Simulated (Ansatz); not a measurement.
Relaxation of CH8BClSi2 (13 atoms, charge 0, multiplicity 1), to a largest force component of 0.015 eV/Å in at most 40 steps.

The calculation used RKS BHLYP-D4/def2-SVP in Ansatz.

```xyz
13
Properties=species:S:1:pos:R:3:forces:R:3
B -0.471 1.579 1.478 -1.59 1.49 0.68
Si -1.163 0.910 -0.222 0.10 0.84 0.00
Si 0.394 -0.370 -1.141 1.88 -0.85 0.31
C 0.903 -1.759 0.038 -3.87 0.28 -0.01
Cl 2.147 0.770 -1.475 -0.47 -0.11 0.01
H -1.213 2.347 2.107 0.69 -0.59 -0.22
H 0.590 1.350 1.854 1.17 -0.26 0.63
H -2.328 0.123 0.006 -1.19 -0.71 0.16
H -1.469 2.038 -1.092 -0.23 0.44 -0.33
H -0.052 -0.918 -2.380 -0.14 -0.45 -1.12
H 1.604 -2.412 -0.387 1.42 -0.95 -0.38
H -0.065 -2.366 0.239 1.47 0.78 -0.39
H 1.146 -1.329 0.987 0.75 0.10 0.65
```

Q: Where does it end, and by what steps?

A: It converged. The force dipped under the threshold on the way, but the program's further checks kept it going. After 37 steps the energy has fallen by 0.597 eV; H6 moved furthest, 1.81 Å.

```
step  energy less start (eV)  largest force component (eV/Å)  accepted
   0                  0.0000                           3.874       yes
   2                 -0.4839                           0.384       yes
   4                 -0.4940                           0.298        no
   6                 -0.5160                           0.075       yes
   8                 -0.5399                           0.119       yes
  10                 -0.5553                           0.570       yes
  12                 -0.5689                           0.176       yes
  14                 -0.5801                           0.195       yes
  16                 -0.5856                           0.029       yes
  18                 -0.5887                           0.046       yes
  20                 -0.5897                           0.112       yes
  22                 -0.5926                           0.092       yes
  24                 -0.5945                           0.026       yes
  26                 -0.5953                           0.067       yes
  28                 -0.5962                           0.018       yes
  30                 -0.5965                           0.035       yes
  32                 -0.5966                           0.003       yes
  34                 -0.5963                           0.065        no
  36                 -0.5968                           0.018       yes
  37                 -0.5969                           0.014       yes
```

```xyz
13
Properties=species:S:1:pos:R:3
B -0.405 2.080 1.245
Si -1.360 0.775 0.051
Si 0.485 -0.319 -0.917
C 0.778 -2.040 -0.254
Cl 2.121 0.876 -0.343
H -0.183 3.201 0.890
H -0.016 1.736 2.325
H -2.179 -0.231 0.777
H -2.200 1.392 -1.007
H 0.474 -0.325 -2.397
H 1.721 -2.446 -0.631
H -0.035 -2.705 -0.562
H 0.819 -2.030 0.838
```

Whether the end is a true minimum wasn't checked by a vibrational analysis.

Time of the run: 2.8 min on 2 threads of Arm Neoverse V1, on a shared host, peak memory 0.3 GiB.
